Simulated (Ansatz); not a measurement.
`O[SiH](F)[TeH]` + `BS[CH2][GeH3]` → `O[SiH2][TeH]` + `BS[CH](F)[GeH3]`  (redistribution)

Computed with Ansatz on PBE0-D4/def2-TZVP structures; ΔE is electronic, products minus reactants. CCSD(T)/CBS adds triple-zeta CCSD(T) − MP2 to the extrapolated MP2 energy (def2 sets, frozen cores). Elements past krypton have def2 core potentials. For Ge, Te outer-core shells are correlated without core-valence functions, which leaves a few kJ/mol of doubt a bond. Scalar relativity is left out up to krypton. One conformer a species, not always the lowest.

`O[SiH](F)[TeH]`:

Cartesian coordinates in Å:
```
O -0.994 1.309 -0.602
Si -0.459 0.030 0.252
F -0.916 -1.354 -0.393
Te 2.031 0.033 0.272
H -0.608 1.471 -1.465
H -1.097 0.132 1.575
H 2.043 -1.621 0.362
```

`BS[CH2][GeH3]`:

```xyz
11

B     0.291   -0.946    1.991
S    -1.143   -0.434    1.126
C    -0.587    0.858   -0.014
Ge    0.172    0.102   -1.663
H     0.129   -1.812    2.794
H     1.352   -0.441    1.784
H    -1.458    1.468   -0.256
H     0.145    1.492    0.485
H     1.411   -0.728   -1.297
H    -0.879   -0.798   -2.329
H     0.567    1.240   -2.623
```

`O[SiH2][TeH]`:

Z-matrix (Å, degrees):
```
Si
Te 1 2.499
O 1 1.643 2 113.5
H 1 1.478 2 108.1 3 116.6
H 1 1.485 2 106.3 3 -123.7
H 2 1.657 1 91.0 3 97.5
H 3 0.959 1 117.4 2 -44.3
```

`BS[CH](F)[GeH3]`:

```xyz
11

B    -0.276    2.113   -1.313
S     0.678    0.648   -1.111
C    -0.394   -0.455   -0.157
F    -0.967   -1.391   -0.998
Ge    0.636   -1.396    1.259
H     0.244    3.003   -1.910
H    -1.374    2.190   -0.853
H    -1.196    0.150    0.271
H    -0.291   -2.422    1.924
H     1.837   -2.090    0.607
H     1.104   -0.350    2.280
```

```
          species  SCS-MP2/def2-TZVPP energy (Eh)
 `O[SiH](F)[TeH]`                      -733.23167
  `BS[CH2][GeH3]`                     -2540.28119
   `O[SiH2][TeH]`                      -634.02287
`BS[CH](F)[GeH3]`                     -2639.39181
```

Q: Work out ΔE.

A: ΔE = (-634.02287) + (-2639.39181) − (-733.23167) − (-2540.28119) = 0.09818 Eh = +61.6 kcal/mol. CCSD(T)/CBS gives +61.1 kcal/mol.

Largest T1 diagnostic among the species: 0.014.

From PBE to PBE0 (25 % exact exchange), in def2-TZVPP and without D4, ΔE moves by +2.3 kcal/mol.
